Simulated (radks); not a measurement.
Results of a calculation; reference values are marked as such.
Coulomb parameter of the 4d shell of the palladium ion Pd+ in the model configuration [Kr] 4d7.5 5p1.5, as a second difference U = [E(n + 0.5) + E(n - 0.5) - 2 E(n)] / (0.5)^2 with all orbitals relaxed. "Bare": the charge of the atom changes with n. "Screened": the 5p shell takes up the change at fixed total charge, which measures U(4d,4d) + U(5p,5p) - 2 U(4d,5p). Level of theory: scalar-relativistic Kohn-Sham, r2SCAN, spin-unpolarised, spherical densities, finite nucleus; meta-GGA in the generalised Kohn-Sham scheme; Fermi nuclear charge, rms radius 4.5318 fm (a radial shooting solver on a logarithmic mesh with Libxc functionals).

start: configuration [Kr] 4d7.5 5p1.5; E - E(n) (eV) 0.000
bare +0.5: configuration [Kr] 4d8 5p1.5; E - E(n) (eV) -9.576
bare -0.5: configuration [Kr] 4d7 5p1.5; E - E(n) (eV) 12.646
screened +0.5: configuration [Kr] 4d8 5p1; E - E(n) (eV) -6.397
screened -0.5: configuration [Kr] 4d7 5p2; E - E(n) (eV) 7.204

U(bare) = 12.278 eV, U(screened by 5p) = 3.230 eV, against the Slater integral F0(4d,4d) = 18.256 eV with frozen orbitals.
